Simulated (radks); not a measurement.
Ge, configuration [Ar] 3d8 4s2 4p4 (not the ground configuration).

Method: scalar-relativistic Kohn-Sham, BLYP, spin-polarised, spherical densities, finite nucleus; open shells are filled with parallel spins first; Fermi nuclear charge, rms radius 4.0742 fm; computed with a radial shooting solver on a logarithmic mesh with Libxc functionals.

Energy parts (eV):
total: -57056.906
kinetic: 58096.833
electron-nucleus: -136923.669
Hartree: 23917.880
exchange-correlation: -2147.950

Orbitals (lengths in bohr, moments of r in powers of bohr; <r^-3> diverges for s and p1/2; r(90%) holds 90 % of the orbital's charge):
| orbital | occ. | eigenvalue (eV) | <r^-3> | r(90%) |
|---|---|---|---|---|
| 1s up | 1 | -10987.79 | - | 0.0840 |
| 1s down | 1 | -10987.67 | - | 0.0840 |
| 2s up | 1 | -1399.333 | - | 0.325 |
| 2s down | 1 | -1397.515 | - | 0.325 |
| 2p up | 3 | -1226.104 | 993.7 | 0.300 |
| 2p down | 3 | -1224.678 | 995.1 | 0.300 |
| 3s up | 1 | -191.1039 | - | 0.915 |
| 3s down | 1 | -188.0099 | - | 0.917 |
| 3p up | 3 | -137.8553 | 141.7 | 0.965 |
| 3p down | 3 | -134.7998 | 140.4 | 0.968 |
| 3d up | 5 | -50.6240 | 16.05 | 1.11 |
| 3d down | 3 | -47.5418 | 15.86 | 1.12 |
| 4s up | 1 | -16.7720 | - | 2.79 |
| 4s down | 1 | -15.0684 | - | 2.84 |
| 4p up | 3 | -6.8142 | 10.31 | 3.63 |
| 4p down | 1 | -5.3884 | 9.505 | 3.87 |

The highest occupied level is 4p down at -5.388 eV. The electron density at the nucleus is 3.213e+04 e/bohr^3 (large components only). Spin moment in Bohr magnetons: 4. The density falls to 0.001 e/bohr^3 at r = 4.37 bohr.
